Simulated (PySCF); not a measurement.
# How methods differ on the excitation energy of I⁺

I⁺ [Kr] 4d10 5s2 5p4 (3P) → I⁺ [Kr] 4d10 5s1 5p5 (3P), as a difference of total energies. Calculation: PySCF 2.14, in x2c-QZVPPall with one added diffuse shell each of s, p, d, f type (14s10p8d5f1g, 128 functions); the spin-free X2C one-electron Hamiltonian (Gaussian nucleus). Correlated levels: valence: [Kr] 4d10 frozen; valence and next inner shell: [Ar] 3d10 frozen. The calculations carry no spin-orbit coupling.

```
                                method  excitation energy (cm⁻¹)  error (cm⁻¹)
                                   UHF                     96957        +16412
                                   LDA                     88578         +8034
                                   PBE                     87911         +7367
                                  PBE0                     90365         +9820
                                r2SCAN                     88871         +8326
                               wB97X-V                     91868        +11323
                                   M06                     89616         +9071
                                  MN15                     89529         +8985
                         MP2 (valence)                     89374         +8829
                     SCS-MP2 (valence)                     88372         +7827
    MP2 (valence and next inner shell)                     88523         +7979
SCS-MP2 (valence and next inner shell)                     87561         +7016
```

Reference: 80545 cm⁻¹ (measured; NIST levels, between the centres of gravity of the two terms).

Errors of the correlated levels include the incompleteness of this basis and the frozen core.
